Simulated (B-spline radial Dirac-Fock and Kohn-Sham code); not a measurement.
## Xe 5p3/2: cross section and angular parameters

System: the Xe atom, [Kr] 4d10 5s2 5p6; threshold 10.56 eV (orbital energy of the model). Model: Dirac-Hartree-Slater photoionisation with a Latter tail; cross sections with all multipoles, angular parameters from the dipole term and its interference with E2. Program: a radial B-spline solver.

```
hν (eV)  σ (kb)       β       γ       δ
     76     174  -0.126   0.117  -0.014
   90.1     135  -0.140   0.011   0.002
     95     126  -0.111  -0.013   0.006
    100     119  -0.072  -0.031   0.010
    104     114  -0.037  -0.042   0.013
    108     109   0.002  -0.049   0.016
    114     103   0.064  -0.056   0.019
    134    87.8   0.275  -0.046   0.025
    200    59.5   0.806   0.081   0.025
    292    39.8   1.176   0.190   0.015
    318    36.1   1.243   0.203   0.013
    491    20.9   1.495   0.188   0.004
    570    17.0   1.555   0.157   0.002
    600    15.8   1.574   0.145   0.001
    618    15.1   1.584   0.137   0.001
    749    11.3   1.639   0.084   0.000
    787    10.4   1.650   0.071   0.000
   1000    7.05   1.695   0.011   0.000
 1486.9    3.48   1.729  -0.031   0.001
   1500    3.42   1.729  -0.031   0.001
   3450   0.622   1.673   0.281   0.008
   4000   0.445   1.648   0.395   0.011
   4250   0.387   1.637   0.446   0.012
   4950   0.270   1.606   0.586   0.016
   5020   0.261   1.602   0.600   0.017
   5480   0.211   1.582   0.687   0.020
   7010   0.113   1.517   0.952   0.031
   7880  0.0837   1.483   1.085   0.039
 8047.8       ?       ?       ?       ?
  15000  0.0141   1.249   1.854   0.108
```

**Question.** Give the values at Cu Kα (8047.8 eV).

**Answer.** σ = 0.0792 kb, β = 1.476, γ = 1.110, δ = 0.040.

Values without a named source are computed, but for edge energies of neutral atoms, which are taken from tables.
